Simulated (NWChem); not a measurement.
System: 2-butanone (C4H8O); SMILES CCC(C)=O

Input file for NWChem:

```
start job
memory heap 200 mb stack 900 mb global 1100 mb
geometry units angstroms noautosym nocenter noautoz
  C      0.045208     1.865985     0.444792
  C     -0.089192     0.827613    -0.681308
  C     -0.174494    -0.586526    -0.108400
  C      1.143478    -1.310704     0.110474
  O     -1.247876    -1.090315     0.181496
  H      0.084876     2.894199     0.033898
  H      0.966682     1.708532     1.042467
  H     -0.820378     1.805740     1.134367
  H     -1.023022     1.009185    -1.250158
  H      0.770647     0.911226    -1.379395
  H      1.883498    -0.657904     0.618036
  H      1.583161    -1.578062    -0.874275
  H      0.978768    -2.232359     0.697449
end
basis spherical
  * library def2-svp
end
dft
  xc m05-2x
  iterations 150
end
cosmo
  do_cosmo_smd true
  solvent cychexon
end
task dft energy
```

Parts of the log:

```
             Northwest Computational Chemistry Package (NWChem) 7.3.0
             --------------------------------------------------------

                             Geometry "geometry" -> ""
                             -------------------------

 Output coordinates in angstroms (scale by  1.889725989 to convert to a.u.)

  No.       Tag          Charge          X              Y              Z
 ---- ---------------- ---------- -------------- -------------- --------------
    1 C                    6.0000     0.04520800     1.86598500     0.44479200
    2 C                    6.0000    -0.08919200     0.82761300    -0.68130800
    3 C                    6.0000    -0.17449400    -0.58652600    -0.10840000
    4 C                    6.0000     1.14347800    -1.31070400     0.11047400
    5 O                    8.0000    -1.24787600    -1.09031500     0.18149600
    6 H                    1.0000     0.08487600     2.89419900     0.03389800
    7 H                    1.0000     0.96668200     1.70853200     1.04246700
    8 H                    1.0000    -0.82037800     1.80574000     1.13436700
    9 H                    1.0000    -1.02302200     1.00918500    -1.25015800
   10 H                    1.0000     0.77064700     0.91122600    -1.37939500
   11 H                    1.0000     1.88349800    -0.65790400     0.61803600
   12 H                    1.0000     1.58316100    -1.57806200    -0.87427500
   13 H                    1.0000     0.97876800    -2.23235900     0.69744900

 Effective nuclear repulsion energy (a.u.)     174.9887141107

                                 NWChem DFT Module
                                 -----------------

 Summary of "ao basis" -> "ao basis" (spherical)
 ------------------------------------------------------------------------------
       Tag                 Description            Shells   Functions and Types
 ---------------- ------------------------------  ------  ---------------------
 C                          def2-svp                 6       14   3s2p1d
 O                          def2-svp                 6       14   3s2p1d
 H                          def2-svp                 3        5   2s1p

 in cosmo_initialize ...
 calling solv_data for solv:cychexon

 solvent parameters
 solvname_short: cychexon
 solvname_long:  cyclohexanone
 dielec:       15.6190
 dielecinf:     2.1045
 nonaqueous SMD model solvent descriptors
 dielec:       15.6190
 sola:          0.0000
 solb:          0.5600
 solc:          0.0000
 solg:         49.7600
 solh:          0.0000
 soln:          1.4507

          ---------------
          -cosmo- solvent
          ---------------
 Cosmo: York-Karplus, doi: 10.1021/jp992097l
 dielectric constant -eps-     =  15.62
 screen = (eps-1)/(eps    )    =   0.93598
 surface charge correction     = lagrangian

   van der Waals surface
 --------------------------

 ---------- ATOMIC COORDINATES (A.U.) ------------ VDWR(ANG.) --
     1    0.08543073    3.52620035    0.84053500     1.850
     2   -0.16854844    1.56396179   -1.28748543     1.850
     3   -0.32974585   -1.10837343   -0.20484630     1.850
     4    2.16086009   -2.47687141    0.20876559     1.850
     5   -2.35814371   -2.06039659    0.34297771     2.294
     6    0.16039238    5.46924307    0.06405793     1.200
     7    1.82676410    3.22865732    1.96997698     1.200
     8   -1.55028963    3.41235381    2.14364280     1.200
     9   -1.93323126    1.90708312   -2.36245606     1.200
    10    1.45631166    1.72196745   -2.60667858     1.200
    11    3.55929512   -1.24325829    1.16791869     1.200
    12    2.99174049   -2.98210477   -1.65214019     1.200
    13    1.84960333   -4.21854682    1.31798750     1.200
 number of segments per atom =        128
 number of   points per atom =        128
 atom (   nspa,  nppa )
 ----------------------
    1 (     55,     0 )       0
    2 (     32,     0 )       0
    3 (     10,     0 )       0
    4 (     52,     0 )       0
    5 (     91,     0 )       0
    6 (     55,     0 )       0
    7 (     56,     0 )       0
    8 (     51,     0 )       0
    9 (     50,     0 )       0
   10 (     54,     0 )       0
   11 (     56,     0 )       0
   12 (     56,     0 )       0
   13 (     49,     0 )       0
 number of -cosmo- surface points =      667
 molecular surface =    133.078 angstrom**2
 molecular volume  =    109.688 angstrom**3
 -lineq- algorithm             =   0
 -bem- low  level              =   3
 -bem- from -octahedral-
 gaussian surface charge width =   4.50000
 degree of switching           =   1.00000
 switching function tolerance  =   0.00010
 atomic radii =
 --------------
    1  6.000  1.850
    2  6.000  1.850
    3  6.000  1.850
    4  6.000  1.850
    5  8.000  2.294
    6  1.000  1.200
    7  1.000  1.200
    8  1.000  1.200
    9  1.000  1.200
   10  1.000  1.200
   11  1.000  1.200
   12  1.000  1.200
   13  1.000  1.200
 ...... end of -cosmo- initialization ......

 nat:                    13
 ixmem:                  9153
 calling mnsol_interface()
 G(SMD-CDS) energy (kcal/mol)  =    -1.611
 SMD-CDS SASA (angstrom**2)    =   149.980

            General Information
            -------------------
          SCF calculation type: DFT
          Wavefunction type:  closed shell.
          No. of atoms     :    13
          No. of electrons :    40
           Alpha electrons :    20
            Beta electrons :    20
          Charge           :     0
          Spin multiplicity:     1
          Use of symmetry is: off; symmetry adaption is: off
          Maximum number of iterations: 150
          AO basis - number of functions:   110
                     number of shells:    54
          Convergence on energy requested:  1.00D-06
          Convergence on density requested:  1.00D-05
          Convergence on gradient requested:  5.00D-04

              XC Information
              --------------
                       M05-2X Method XC Functional
                     Hartree-Fock (Exact) Exchange  0.560
                M05-2X metaGGA Exchange Functional  0.440
                      M05-2X Correlation Potential  1.000

             Grid Information
             ----------------
          Grid used for XC integration:  medium
          Radial quadrature: Mura-Knowles
          Angular quadrature: Lebedev.
          Tag              B.-S. Rad. Rad. Pts. Rad. Cut. Ang. Pts.
          ---              ---------- --------- --------- ---------
          C                   0.70       49          11.0       434
          O                   0.60       49          11.0       434
          H                   0.35       45          12.0       434
          Grid pruning is: on
          Number of quadrature shells:   605
          Spatial weights used:  Erf1

      Superposition of Atomic Density Guess
      -------------------------------------

 Sum of atomic energies:        -229.18462805

      Non-variational initial energy
      ------------------------------

 Total energy =    -232.155773
 1-e energy   =    -655.376663
 2-e energy   =     248.232175
 HOMO         =      -0.320757
 LUMO         =      -0.017517

   convergence    iter        energy       DeltaE   RMS-Dens  Diis-err
 ---------------- ----- ----------------- --------- --------- ---------
     COSMO gas phase
 d= 0,ls=0.0,diis     1   -232.1260366139 -4.07D+02  1.68D-02  8.57D-01
 d= 0,ls=0.0,diis     2   -232.0437198184  8.23D-02  1.01D-02  2.07D+00
 d= 0,ls=0.0,diis     3   -232.2379830405 -1.94D-01  7.99D-04  8.78D-03
 d= 0,ls=0.0,diis     4   -232.2390122920 -1.03D-03  4.39D-04  1.76D-03
 d= 0,ls=0.0,diis     5   -232.2392154599 -2.03D-04  1.11D-04  1.06D-04
  Resetting Diis
 d= 0,ls=0.0,diis     6   -232.2392308620 -1.54D-05  5.91D-05  1.04D-05
 d= 0,ls=0.0,diis     7   -232.2392323512 -1.49D-06  1.69D-05  8.59D-07
 d= 0,ls=0.0,diis     8   -232.2392323674 -1.62D-08  5.76D-06  8.87D-07

   convergence    iter        energy       DeltaE   RMS-Dens  Diis-err
 ---------------- ----- ----------------- --------- --------- ---------
     COSMO solvation phase
 d= 0,ls=0.0,diis     1   -232.2477506645 -8.52D-03  1.47D-03  2.59D-03
 d= 0,ls=0.0,diis     2   -232.2483458666 -5.95D-04  3.43D-04  2.36D-03
 d= 0,ls=0.0,diis     3   -232.2485417060 -1.96D-04  1.27D-04  1.76D-04
 d= 0,ls=0.0,diis     4   -232.2485659842 -2.43D-05  3.89D-05  1.05D-05
 d= 0,ls=0.0,diis     5   -232.2485674882 -1.50D-06  1.48D-05  6.50D-07
 d= 0,ls=0.0,diis     6   -232.2485676117 -1.24D-07  3.30D-06  6.77D-08

         Total DFT energy =     -232.248567611744
      One electron energy =     -659.912167644171
           Coulomb energy =      285.996229283946
    Exchange-Corr. energy =      -33.125480142093
 Nuclear repulsion energy =      174.988714110692

             COSMO energy =       -0.195863220118

 Numeric. integr. density =       39.999995501812

                                COSMO-SMD solvation results
                                ---------------------------

             internal energy in gas <Psi(g)|H|Psi(g)> =      -232.239232367366
         internal energy in solvent <Psi(s)|H|Psi(s)> =      -232.238220210640
                               delta internal energy  =         0.001012156727 (    0.64 kcal/mol)
   total free energy in solvent <Psi(s)|H+V/2|Psi(s)> =      -232.246001051592
 polarization energy contribution <Psi(s)|V/2|Psi(s)> =        -0.007780840952 (   -4.88 kcal/mol)
    total free energy in solvent including G(SMD-CDS) =      -232.248567611744
                       G(SMD-CDS) energy contribution =        -0.002566560152 (   -1.61 kcal/mol)
     1 M fixed-concentration free energy of solvation =        -0.009335244378 (   -5.86 kcal/mol)

                       DFT Final Molecular Orbital Analysis
                       ------------------------------------

 Vector   18  Occ=2.000000D+00  E=-4.119033D-01
              MO Center= -2.6D-01,  2.2D-01, -8.6D-02, r^2= 3.5D+00
   Bfn.  Coefficient  Atom+Function         Bfn.  Coefficient  Atom+Function
  ----- ------------  ---------------      ----- ------------  ---------------
    62      0.291458   5 O  pz               91      0.225409  10 H  s
    65      0.204450   5 O  pz               20     -0.202613   2 C  pz
    61      0.190645   5 O  py                6      0.176452   1 C  pz
    81      0.170475   8 H  s                18      0.156414   2 C  px
     5      0.150739   1 C  py               34      0.135148   3 C  pz

 Vector   19  Occ=2.000000D+00  E=-4.032804D-01
              MO Center= -1.3D-01,  6.0D-01, -9.1D-02, r^2= 3.6D+00
   Bfn.  Coefficient  Atom+Function         Bfn.  Coefficient  Atom+Function
  ----- ------------  ---------------      ----- ------------  ---------------
    18     -0.269658   2 C  px               86      0.269885   9 H  s
     4      0.248409   1 C  px               62      0.249219   5 O  pz
    76      0.233073   7 H  s                65      0.171295   5 O  pz
    81     -0.153581   8 H  s                91     -0.143012  10 H  s
    48     -0.141719   4 C  pz               34      0.123336   3 C  pz

 Vector   20  Occ=2.000000D+00  E=-3.153909D-01
              MO Center= -6.0D-01, -6.9D-01,  1.6D-02, r^2= 2.3D+00
   Bfn.  Coefficient  Atom+Function         Bfn.  Coefficient  Atom+Function
  ----- ------------  ---------------      ----- ------------  ---------------
    61      0.431043   5 O  py               64      0.325759   5 O  py
    45      0.249107   4 C  s                60     -0.244148   5 O  px
    17     -0.241427   2 C  s                19      0.241500   2 C  py
    46     -0.225317   4 C  px               63     -0.182368   5 O  px
    22      0.180752   2 C  py               33     -0.178679   3 C  py

 Vector   21  Occ=0.000000D+00  E= 3.720583D-02
              MO Center= -2.8D-01, -5.1D-01, -8.7D-02, r^2= 2.7D+00
   Bfn.  Coefficient  Atom+Function         Bfn.  Coefficient  Atom+Function
  ----- ------------  ---------------      ----- ------------  ---------------
    37     -0.472664   3 C  pz               34     -0.458977   3 C  pz
     3      0.447850   1 C  s                65      0.391144   5 O  pz
    62      0.348406   5 O  pz               72     -0.291741   6 H  s
    36     -0.270286   3 C  py              102     -0.269527  12 H  s
    87     -0.228548   9 H  s                97      0.202727  11 H  s

 Vector   22  Occ=0.000000D+00  E= 1.106718D-01
              MO Center=  9.7D-01,  4.0D-01,  4.6D-02, r^2= 7.1D+00
   Bfn.  Coefficient  Atom+Function         Bfn.  Coefficient  Atom+Function
  ----- ------------  ---------------      ----- ------------  ---------------
    45      1.654013   4 C  s                17      1.278208   2 C  s
     3      1.085762   1 C  s                97     -0.910196  11 H  s
    92     -0.763686  10 H  s                77     -0.758618   7 H  s
   102     -0.638181  12 H  s                31     -0.612586   3 C  s
   107     -0.580257  13 H  s                72     -0.553619   6 H  s

 Vector   23  Occ=0.000000D+00  E= 1.494459D-01
              MO Center=  4.3D-01,  5.0D-01, -1.8D-02, r^2= 9.3D+00
   Bfn.  Coefficient  Atom+Function         Bfn.  Coefficient  Atom+Function
  ----- ------------  ---------------      ----- ------------  ---------------
     3      2.315150   1 C  s                45     -1.586032   4 C  s
   102      1.234406  12 H  s                82     -1.157363   8 H  s
    72     -0.880561   6 H  s                17     -0.666201   2 C  s
    77     -0.604881   7 H  s               107      0.601014  13 H  s
    92      0.492147  10 H  s                21     -0.357135   2 C  px

     Multipole analysis of the density
     ---------------------------------

     L   x y z        total         alpha         beta         nuclear
     -   - - -        -----         -----         ----         -------
     0   0 0 0     -0.000000    -20.000000    -20.000000     40.000000

     1   1 0 0      1.255671      0.636128      0.636128     -0.016584
     1   0 1 0      0.653485      0.405880      0.405880     -0.158274
     1   0 0 1     -0.311065     -0.219504     -0.219504      0.127944

     2   2 0 0    -25.117042    -67.575427    -67.575427    110.033811
     2   1 1 0     -2.726818      4.470628      4.470628    -11.668074
     2   1 0 1      0.365218     -0.358980     -0.358980      1.083179
     2   0 2 0    -23.741825   -138.991157   -138.991157    254.240489
     2   0 1 1      0.388656     -0.433034     -0.433034      1.254723
     2   0 0 2    -22.843315    -32.584572    -32.584572     42.325828
```

Level: M05-2X/def2-SVP, SMD on the gas-phase geometry. Geometry: optimised at PBE-D3(BJ)/def2-SVP. Not confirmed as a minimum by frequencies. Solvent: cyclohexanone.
